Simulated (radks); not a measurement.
Au XXX, 50 electrons, occupied as [Kr] 4d10 4f4.

Calculated with a radial shooting solver on a logarithmic mesh with Libxc functionals: scalar-relativistic Kohn-Sham, LDA (Slater exchange, VWN5 correlation), spin-polarised, spherical densities, finite nucleus; open shells are filled with parallel spins first (spin-orbit coupling, left out, can overturn this in heavy ions); Fermi nuclear charge, rms radius 5.4371 fm.

Energy parts (hartree):
| part | energy |
|---|---|
| total | -18588.8987 |
| kinetic | 20829.4675 |
| electron-nucleus | -44349.1809 |
| Hartree | 5242.0694 |
| exchange-correlation | -311.2547 |

Orbitals (lengths in bohr, moments of r in powers of bohr; <r^-3> diverges for s and p1/2):
orbital  occ.  eigenvalue (hartree)  <1/r>      <r>      <r^2>  <r^-3>
1s up       1             -3001.719  95.62  0.01688  0.0003938       -
1s down     1             -3001.720  95.62  0.01688  0.0003938       -
2s up       1             -560.2024  22.42  0.07119   0.006005       -
2s down     1             -560.1923  22.42  0.07119   0.006005       -
2p up       3             -489.6446  19.96  0.06427   0.005052   25450
2p down     3             -489.6367  19.96  0.06427   0.005051   25450
3s up       1             -160.5118  8.333   0.1836    0.03853       -
3s down     1             -160.3321  8.340   0.1835    0.03849       -
3p up       3             -140.0148  7.610   0.1846    0.03950    5854
3p down     3             -139.8335  7.617   0.1845    0.03944    5865
3d up       5             -118.1080  7.160   0.1672    0.03266   726.7
3d down     5             -117.9663  7.166   0.1670    0.03258   728.3
4s up       1             -61.08948  3.758   0.3900     0.1712       -
4s down     1             -60.82929  3.752   0.3904     0.1715       -
4p up       3             -53.96909  3.446   0.4085     0.1888    1622
4p down     3             -53.72134  3.440   0.4090     0.1893    1615
4d up       5             -45.60451  3.178   0.4163     0.1984   188.5
4d down     5             -45.36048  3.171   0.4170     0.1991   187.4
4f up       4             -36.70216  2.913   0.4007     0.1842   42.91
4f down     0             -36.43001  2.907   0.4018     0.1853   42.75
5s up       0             -31.14590  1.980   0.7205     0.5783       -
5s down     0             -31.02072  1.974   0.7222     0.5810       -
5p up       0             -28.27827  1.841   0.7606     0.6467   582.8
5p down     0             -28.16443  1.836   0.7626     0.6500   578.6

The highest occupied level is 4f up at -998.72 eV. The density falls to 0.001 e/bohr^3 at r = 1.20 bohr. The electron density at the nucleus is 2.291e+06 e/bohr^3 (large components only). Summed over all electrons, <r^2> = 4.884 bohr^2, which gives a Langevin (diamagnetic) susceptibility term of -3.87 x 10^-6 cm^3/mol. For comparison, the ionisation energy in NIST's Atomic Spectra Database is 1040 eV (theoretical). In exact Kohn-Sham theory the highest level is minus the ionisation energy, but local and semilocal functionals leave it too shallow, through self-interaction and a potential that decays too fast; potentials with the right tail come closer. Spin moment in Bohr magnetons: 4.
